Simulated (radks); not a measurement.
Polarisabilities and homonuclear dispersion coefficients (atomic units). Method: scalar-relativistic Kohn-Sham, LDA (Slater exchange, VWN5 correlation), spin-unpolarised, spherical densities, finite nucleus; Fermi nuclear charge, rms radius of each element as measured or else 0.836 A^(1/3) + 0.57 fm; computed with a radial shooting solver on a logarithmic mesh with Libxc functionals. Response by self-consistent Sternheimer equations with the Hartree and adiabatic LDA kernel, the relativistic mass of each level held fixed and spin-orbit coupling left out. For heavy and open-shell atoms this level of theory can miss by tens of per cent. "Uncoupled" leaves out the induced potential. Quadrupole and octupole values are given only where no p, d or f shell is open.

[
 {"species": "Ge", "configuration": "[Ar] 3d10 4s2 4p2", "alpha1 (bohr^3)": "48.01", "alpha1, uncoupled": "67.06", "alpha2 (bohr^5)": "-", "alpha3 (bohr^7)": "-", "C6": "416.4", "C8": "-", "recommended alpha1": "40 +/- 1"},
 {"species": "Ge+", "configuration": "[Ar] 3d10 4s2 4p1", "alpha1 (bohr^3)": "18.42", "alpha1, uncoupled": "29.09", "alpha2 (bohr^5)": "-", "alpha3 (bohr^7)": "-", "C6": "105.3", "C8": "-", "recommended alpha1": "-"},
 {"species": "Ge2+", "configuration": "[Ar] 3d10 4s2", "alpha1 (bohr^3)": "9.851", "alpha1, uncoupled": "17.14", "alpha2 (bohr^5)": "28.83", "alpha3 (bohr^7)": "158.1", "C6": "37.92", "C8": "680.1", "recommended alpha1": "-"},
 {"species": "Ge3+", "configuration": "[Ar] 3d10 4s1", "alpha1 (bohr^3)": "5.447", "alpha1, uncoupled": "7.612", "alpha2 (bohr^5)": "10.93", "alpha3 (bohr^7)": "47.36", "C6": "13.15", "C8": "166.3", "recommended alpha1": "-"},
 {"species": "Ge4+", "configuration": "[Ar] 3d10", "alpha1 (bohr^3)": "0.8721", "alpha1, uncoupled": "1.053", "alpha2 (bohr^5)": "1.328", "alpha3 (bohr^7)": "2.802", "C6": "1.672", "C8": "10.88", "recommended alpha1": "-"},
 {"species": "Ge5+", "configuration": "[Ar] 3d9", "alpha1 (bohr^3)": "0.5963", "alpha1, uncoupled": "0.7135", "alpha2 (bohr^5)": "-", "alpha3 (bohr^7)": "-", "C6": "1.008", "C8": "-", "recommended alpha1": "-"},
 {"species": "Ge6+", "configuration": "[Ar] 3d8", "alpha1 (bohr^3)": "0.4384", "alpha1, uncoupled": "0.5267", "alpha2 (bohr^5)": "-", "alpha3 (bohr^7)": "-", "C6": "0.6577", "C8": "-", "recommended alpha1": "-"}
]

Recommended values: Schwerdtfeger and Nagle, table of static dipole polarisabilities (2023 update), measured or computed.

Beside tabulated values, note that spin-unpolarised runs miss the spin-polarisation part of the exchange energy of open shells.
